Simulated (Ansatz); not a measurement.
Born–Oppenheimer molecular dynamics of BFH4OS (8 atoms, charge 0, multiplicity 1). It starts at the highest image of a converged band. Of that band: The profile has 2 maxima (images 2, 5) with wells between them (image 3): this band takes more than one step, which may be the mechanism or a detour left from its start path. A structure lower than the first end lies on the path between it and the top, so the climb from that side starts below the end, which may itself be a saddle point or a shallow side well. A vibrational analysis at the climbing image gives one clearly imaginary mode, 711i cm⁻¹: a first-order saddle point.

Computed with RKS revPBE-D4/def2-SVP in Ansatz 0.2.0.

* ensemble: NVE (velocity Verlet)
* time step: 0.5 fs
* steps asked: 200
* starting velocities drawn for: 100 K
* seed: 4098

First frame:

```xyz
8
Properties=species:S:1:pos:R:3
B -0.188 0.250 0.058
F -0.069 -0.039 1.693
H 0.860 -0.121 -0.436
O -1.437 -0.139 -0.393
H -1.386 -0.947 -0.930
S -0.129 2.240 0.455
H -1.487 2.359 0.506
H -0.075 1.150 1.665
```

Problem. What does the run give?

Solution. All steps were run.

```
steps done                                               : 200
time covered                                             : 100 fs
mean temperature over the second half                    : 575 K
spread of the potential energy over the second half      : 6.2 meV per atom
mean potential energy of the second half above the start : -46.0 meV per atom
```

The conserved energy stayed within 0.043 meV per atom of its start (net change 0.043 meV per atom), so the integration is sound. The kinetic energy rose, since the run started high on the potential surface and went downhill. It ends in pieces (BH3OS + FH), so much of that is their flight and rotation, not heat. A run of 0.1 ps of so small a system gives no equilibrium averages. The orbitals stay closed-shell, which can raise the energy where a bond breaks towards radicals; this wasn't checked here.

Problem. What happens to the structure?

Solution. Between its relaxed ends the band would form B1–S6, F2–H8 and break B1–F2, S6–H8. These pairs go: B1–S6 2.03 → 1.81 Å, F2–H8 1.19 → 0.92 Å, B1–F2 1.66 → 3.58 Å, S6–H8 1.63 → 2.93 Å. In the last frame they stand as after the step (other bonds may differ from the relaxed reactants and products). It ends as BH3OS + FH. Pairs count as bonded within 1.25 times the sum of covalent radii (0.12 Å more for H–H). The details hang on the random start.

Problem. How do temperature and energy run in time?

Solution. 
```tsv
time (fs)	T (K)	potential energy less start (eV)	conserved less start (meV/atom)
0	100	0.000	0.00
3	71	0.022	0.02
6	34	0.051	0.03
9	26	0.057	0.02
12	56	0.035	0.02
15	85	0.012	0.02
18	106	-0.005	0.01
21	94	0.004	0.02
24	92	0.006	0.03
27	140	-0.031	0.01
30	198	-0.076	0.02
33	285	-0.143	0.01
36	339	-0.185	0.02
39	384	-0.220	0.00
42	397	-0.230	0.03
45	447	-0.269	0.02
48	516	-0.323	-0.01
51	561	-0.357	0.03
54	603	-0.390	0.00
57	613	-0.398	-0.01
60	602	-0.389	0.04
63	628	-0.410	0.00
66	654	-0.430	-0.01
69	649	-0.426	0.03
72	656	-0.431	-0.01
75	617	-0.401	0.00
78	574	-0.368	0.03
81	570	-0.365	0.00
84	576	-0.369	-0.01
87	553	-0.351	0.03
90	532	-0.335	0.00
93	485	-0.299	-0.01
96	440	-0.263	0.04
99	443	-0.266	0.01
```

Time of the run: 4.5 min on 1 thread of Intel(R) Xeon(R) Platinum 8488C (Sapphire Rapids), with other jobs on the host, peak memory 0.16 GiB.
